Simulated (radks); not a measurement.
Values are calculated unless marked as measured or tabulated.
How relativity changes the ionisation of the antimony ion Sb3+ ([Kr] 4d10 5s2) to Sb4+ ([Kr] 4d10 5s1). Spin-unpolarised spherical Kohn-Sham, PBEsol, point nucleus unless stated (finite: rms radius 4.6802 fm), a radial shooting solver on a logarithmic mesh with Libxc functionals. A level marked "c x" has the speed of light scaled by that factor.

| level | E(Sb3+) (hartree) | E(Sb4+) (hartree) | IE (eV) | HOMO | <r> HOMO (bohr) |
|---|---|---|---|---|---|
| non-rel. | -6310.97032 | -6309.40111 | 42.701 | 5s | 2.085 |
| scalar-rel. | -6476.83482 | -6475.20559 | 44.334 | 5s | 2.015 |
| scalar-rel., finite nucleus | -6476.65281 | -6475.02363 | 44.332 | 5s | 2.015 |
| Dirac | -6478.87660 | -6477.24746 | 44.331 | 5s1/2 | 2.015 |
| Dirac, finite nucleus | -6478.69402 | -6477.06493 | 44.330 | 5s1/2 | 2.015 |
| Dirac, c x 0.75 | -6627.82782 | -6626.14337 | 45.836 | 5s1/2 | 1.956 |
| Dirac, c x 1.5 | -6382.72261 | -6381.12811 | 43.389 | 5s1/2 | 2.055 |
| Dirac, c x 5 | -6317.25562 | -6315.68421 | 42.760 | 5s1/2 | 2.082 |

NIST Atomic Spectra Database: 43.80 eV (measured). The relativistic part of the total energy of Sb3+ is -167.7 hartree (Dirac, finite nucleus), 2.7 % of the non-relativistic value. Spin polarisation and multiplet splitting of open shells are left out at every level.

Beside tabulated values, note that relativity, absent from the non-relativistic runs, is large for the heavy elements, and spin-unpolarised runs miss the spin-polarisation part of the exchange energy of open shells.
